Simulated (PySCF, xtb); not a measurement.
GaBr2, SMILES [Br][Ga][Br], multiplicity 2.

Harmonic wavenumbers (cm⁻¹) from xtb with GFN2-xTB at its own minimum, in rising order: 49, 197, 229.

Question: What does B3LYP-D3(BJ)/def2-SVP (PySCF 2.14.0) give at its own minimum? (Estimate from the structure and the level; the computed values follow.)

Answer: 74, 237, 299. Paired by order, the mean absolute difference is 45 cm⁻¹ and the zero-point energies are 0.7 and 0.9 kcal/mol.
